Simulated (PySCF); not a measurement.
Copper: a sound run and one with changed settings

Sound run: Cu [Ar] 3d10 4s1, Cu+ [Ar] 3d10. Computed with PySCF 2.14 in Sapporo-DKH3-DZP-2012, with the spin-free X2C one-electron Hamiltonian (Gaussian nucleus). In the sound run the correlated levels freeze [Ar]. The sound run starts from symmetry-adapted Hartree-Fock orbitals and uses a fine grid where one is needed.

Changed run: no relativity, point nucleus. This setting is unsound on purpose.

| species | method | sound run (hartree) | changed run (hartree) | converged |
| --- | --- | --- | --- | --- |
| Cu | UHF | -1653.10966 | -1631.61461 | yes |
| Cu | BP86 | -1655.02664 | -1633.53874 | yes |
| Cu | M06-L | -1654.64719 | -1633.14912 | yes |
| Cu | MP2 | -1653.53334 | -1632.02985 | yes |
| Cu | CCSD(T) | -1653.49115 | -1631.98931 | yes |
| Cu+ | UHF | -1652.86827 | -1631.38145 | yes |
| Cu+ | BP86 | -1654.71863 | -1633.24320 | yes |
| Cu+ | M06-L | -1654.36561 | -1632.87999 | yes |
| Cu+ | MP2 | -1653.26318 | -1631.77069 | yes |
| Cu+ | CCSD(T) | -1653.22111 | -1631.72998 | yes |

Ionisation energy of Cu:

```tsv
method	sound run (eV)	changed run (eV)
UHF	6.569	6.345
BP86	8.381	8.042
M06-L	7.662	7.323
MP2	7.352	7.052
SCS-MP2	7.230	6.942
CCSD	7.266	6.982
CCSD(T)	7.348	7.057
```

Most of the change in total energy is the relativistic energy itself. On top of that the contraction fixes the core shape for the Hamiltonian it was made with, so the changed run is not a good calculation with the other Hamiltonian either.

For comparison, NIST gives 7.726 eV between the lowest levels.
